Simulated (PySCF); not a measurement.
Property card for `C[Si@@H](O)[Si@](F)([SiH3])O[SiH3]`

CH₁₁FO₂Si₄.
Cartesian coordinates in Å at the GFN2-xTB level; atoms count from 1:
```
atom  x, y, z in Å
C1    -2.5133   -1.1020    1.3840
Si2   -1.1965   -1.1081    0.0036
O3    -1.8855   -0.7093   -1.4274
Si4    0.3331    0.5974    0.1652
F5     0.4671    0.8957    1.7689
Si6    0.2348    2.6606   -0.8821
O7     1.8037    0.0072   -0.2065
Si8    3.2076   -0.7902   -0.1407
H9    -3.3067   -1.8196    1.1878
H10   -2.0840   -1.3467    2.3498
H11   -2.9768   -0.1227    1.4766
H12   -0.7163   -2.5054   -0.0798
H13   -2.6561   -1.1595   -1.7631
H14    1.0369    3.7177   -0.2480
H15   -1.1471    3.1628   -0.8987
H16    0.6763    2.6159   -2.2821
H17    3.0474   -1.9472    0.7390
H18    3.4611   -1.1853   -1.5251
H19    4.2043    0.1480    0.3711
```

Structural features include: Si–H bond, siloxane link and C–Si bond.

**GFN2-xTB geometry**

```yaml
Point_group_of_the_GFN2-xTB_geometry: C1
Rotational_constants_A_B_C_of_the_GFN2-xTB_geometry: 1.031, 0.679, 0.541 GHz
```

PBE0/pcSseg-1 ground state and GIAO shieldings, non-relativistic (PySCF):

```yaml
Dipole_moment: 2.30 D
HOMO_energy: -7.51 eV
LUMO_energy: -0.98 eV
HOMO–LUMO_gap: 6.53 eV
Lowest_Hirshfeld_atomic_charge: -0.31 e on O3/O7
Highest_Hirshfeld_atomic_charge: +0.40 e on Si8
13C_chemical_shifts_computed_TMS_as_zero_by_class: 3.2 (C1) ppm
1H_chemical_shifts_computed_TMS_as_zero_by_class: 5.62 (H12), 5.18 (H17/H18/H19), 3.47 (H14/H15/H16), 0.66 (H13), 0.33 (H9/H10/H11) ppm
Isotropic_shieldings_of_nuclei_other_than_C_and_H_by_class: 275 (O7), 321 (O3), 314 (F5), 325 (Si4), 356 (Si2), 394 (Si8), 467 (Si6) ppm
Mayer_bond_orders_between_heavy_atoms: C1–Si2 0.93, Si2–O3 1.01, Si2–Si4 0.85, Si4–F5 0.90, Si4–Si6 0.87, Si4–O7 0.90, O7–Si8 0.92
```

Monoisotopic mass (most abundant isotopes): 185.9820 u.

The rotational constants make it an asymmetric top with κ = (2B − A − C)/(A − C) = -0.43, nearer the prolate limit (−1). With B = h/(8π²I), that is 505.379 GHz u Å² over I, the principal moments of inertia are 490.4, 744.1 and 934.7 u Å² (most abundant isotopes). The dipole matches unit charges of opposite sign 0.48 Å apart (1 e·Å = 4.8032 D).

One conformer (not necessarily the lowest) at the GFN2-xTB geometry, without solvent or vibrations. NMR classes are plain means over equivalent atoms (diastereotopic ones count apart unless rotation or inversion swaps them), as if these changed places fast; in this geometry the members of some classes differ.

For the NMR shielding job (PBE0/pcSseg-1), hardware: an Arm Neoverse N1 with one thread (shared host). Cost: 83 s wall, 0.93 GiB resident at most.
